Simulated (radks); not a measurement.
Values are calculated unless marked as measured or tabulated.
Coulomb parameter of the 4f shell of the dysprosium ion Dy3+ in the model configuration [Xe] 4f8 6s1, as a second difference U = [E(n + 1) + E(n - 1) - 2 E(n)] / (1)^2 with all orbitals relaxed. "Bare": the charge of the atom changes with n. "Screened": the 6s shell takes up the change at fixed total charge, which measures U(4f,4f) + U(6s,6s) - 2 U(4f,6s). Code: a radial shooting solver on a logarithmic mesh with Libxc functionals. Model: scalar-relativistic Kohn-Sham, r2SCAN, spin-unpolarised, spherical densities, finite nucleus; meta-GGA in the generalised Kohn-Sham scheme; Fermi nuclear charge, rms radius 5.2218 fm. Estimate both.

Answer. U(bare) = 20.603 eV, U(screened by 6s) = 8.362 eV, against the Slater integral F0(4f,4f) = 32.969 eV with frozen orbitals.
